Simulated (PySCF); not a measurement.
## Vibration and rotation of AuBr

PBE0 constants of AuBr, ¹Σ⁺ (singlet), closed shell (basis Au cc-pVDZ-PP with ECP60, Br cc-pVDZ-PP with ECP10; scalar-relativistic core potentials; PySCF 2.14; masses 196.9666 and 78.9183 u):

```
ωe                       : 254.7 cm⁻¹
ωexe                     : 0.688 cm⁻¹
Be                       : 0.053741 cm⁻¹
αe                       : 0.000186 cm⁻¹
D (centrifugal)          : 9.57e-09 cm⁻¹
De to Au (5d10 6s1) + Br : 2.60 eV
```

Question: Estimate the standard entropy (1 bar) and heat capacity of the ideal gas at 500 K, rigid rotor with B0 and harmonic oscillator at the fundamental.

Answer: Translation (Sackur–Tetrode, M = 275.88 u): 189.7 J/(mol K). Rotation: q = kT/(σB0) = 6480 with σ = 1, 81.3. Vibration: x = hcν0/kT = 0.729, 11.12. S° = 282.1 J/(mol K); Cp = 7R/2 + 7.96 = 37.1 J/(mol K).

These are scalar-relativistic numbers at best; spin–orbit coupling would shift them, the dissociation energy most.
